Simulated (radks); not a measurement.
Question: These are the eigenvalues of the occupied orbitals of an atom or ion with whole-number occupations (hartree). All-electron calculation, scalar-relativistic Kohn-Sham, HCTH/407, spin-unpolarised, spherical densities, point nucleus. Program: a radial shooting solver on a logarithmic mesh with Libxc functionals.

| orbital | eigenvalue |
|---|---|
| 1s | -2325.461 |
| 2s | -397.7267 |
| 2p | -350.2467 |
| 3s | -91.62525 |
| 3p | -77.37262 |
| 3d | -60.27084 |
| 4s | -19.72242 |
| 4p | -15.03563 |
| 4d | -8.92056 |
| 5s | -3.91143 |
| 5p | -2.76554 |
| 4f | -2.16713 |

Which element is it, and in what charge state? The configuration may be excited.

Answer: Z = 71, lutetium, charge +4: Lu4+ in [Xe] 4f13. The list shows which subshells hold electrons but not how many an open one holds; the 1s level, -2325.5 hartree, gives Z - s = 68.2 by -(Z - s)^2/2, which with screening and relativity narrows Z to a few neighbours, and the depths of the outer levels then fix element, charge and occupations together.
